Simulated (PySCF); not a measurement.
Isomers of C7H14 side by side.

PySCF, CAM-B3LYP/def2-SVPD, density fitting, gas phase; each molecule at its own PBE0-D3(BJ)/def2-SVP geometry, one conformer. Singlet excitations by full TDDFT with frozen cores and triplets by Tamm–Dancoff TDDFT. 

Torsions of the conformers computed, which needn't be the lowest (atom-mapped SMILES):
- `[CH3:1][C:2]([CH3:3])([CH3:4])[CH:5]1[CH2:6][CH2:7]1`: C1–C2–C5–C6 84°
- `[CH3:1][CH2:2][CH2:3][CH2:4][CH:5]1[CH2:6][CH2:7]1`: C1–C2–C3–C4 180°, C2–C3–C4–C5 179°, C3–C4–C5–C6 -84°
- `[CH3:1][CH:2]([CH3:3])[CH:4]1[CH2:5][CH2:6][CH2:7]1`: C1–C2–C4–C5 171°

The conformers of `CC1CCCCC1` and `CCC1CCCC1` aren't listed.

Reference: `CC(C)(C)C1CC1`, with HOMO energy -9.30 eV, LUMO energy 1.38 eV, lowest singlet excitation 7.85 eV, lowest triplet excitation 7.70 eV and mean polarisability 82.5 au.

Changes against it:

```
 molecule  Δ electronic energy (kcal/mol)  Δ HOMO energy (eV)  Δ LUMO energy (eV)  Δ lowest singlet excitation (eV)  Δ lowest triplet excitation (eV)  Δ mean polarisability (au)
CC1CCCCC1                           -26.6               -0.35               +0.09                             +0.47                             +0.42                        -0.5
CCC1CCCC1                           -19.7               -0.67               +0.05                             +0.60                             +0.46                        -0.5
```

Rows whose labels were lost:

```csv
row,Δ electronic energy (kcal/mol),Δ HOMO energy (eV),Δ LUMO energy (eV),Δ lowest singlet excitation (eV),Δ lowest triplet excitation (eV),Δ mean polarisability (au)
P,+0.7,+0.04,+0.13,+0.03,+0.02,+1.6
Q,-2.4,-0.31,+0.10,+0.42,+0.43,+0.3
```

**Question.** Which row belongs to which of `CCCCC1CC1` and `CC(C)C1CCC1`?

**Answer.** P = `CCCCC1CC1` and Q = `CC(C)C1CCC1`. P and Q are told apart most clearly by the lowest triplet excitation (+0.02 against +0.43 eV).
